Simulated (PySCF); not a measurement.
ZrF₃, SMILES [F][Zr+]([F])[F], charge +1, multiplicity 1.

Coordinates come from a B3LYP-D3(BJ)/def2-TZVP optimisation. The spin state was assumed, not searched. The isomer is the one that the SMILES or the coordinates give; other isomers of the formula were not compared. The def2 effective core potentials stand for the cores of Zr; spin–orbit coupling is left out.

Calculation: TDA-PBE/def2-SVPD (PySCF).

Vertical excitations; the highest root listed may be one member of a degenerate set. Gas-phase values at a fixed geometry. State labels are in the subgroup Cs.

| state | symmetry | energy (eV) | λ (nm) | f | main pairs |
|---|---|---|---|---|---|
| S1 | A" | 5.83 | 213 | 0.000 | HOMO−2→LUMO 100 % |
| S2 | A' | 5.89 | 211 | 0.006 | HOMO→LUMO (degenerate set) |
| S3 | A" | 5.89 | 211 | 0.006 | HOMO−1→LUMO (degenerate set) |
| S4 | A' | 6.19 | 200 | 0.002 | HOMO−3→LUMO 98 % |
| S5 | A" | 6.75 | 184 | 0.003 | HOMO−4→LUMO (degenerate set) |
| S6 | A' | 6.75 | 184 | 0.003 | HOMO−5→LUMO (degenerate set) |
| S7 | A" | 6.90 | 180 | 0.000 | HOMO−2→LUMO+1, HOMO−1→LUMO+1, HOMO→LUMO+2 (degenerate set) |
| S8 | A' | 6.90 | 180 | 0.000 | HOMO−2→LUMO+2, HOMO→LUMO+1, HOMO−1→LUMO+2 (degenerate set) |
| S9 | A" | 6.92 | 179 | 0.000 | HOMO→LUMO+2 50 %, HOMO−1→LUMO+1 50 % |
| S10 | A' | 6.97 | 178 | 0.005 | HOMO−1→LUMO+2 49 %, HOMO→LUMO+1 49 % |
| T1 | A' | 5.74 | 216 | 0 | HOMO→LUMO (degenerate set) |
| T2 | A" | 5.74 | 216 | 0 | HOMO−1→LUMO (degenerate set) |
| T3 | A" | 5.78 | 214 | 0 | HOMO−2→LUMO 100 % |
| T4 | A' | 5.99 | 207 | 0 | HOMO−3→LUMO 98 % |
Triplets are in the Tamm–Dancoff approximation.
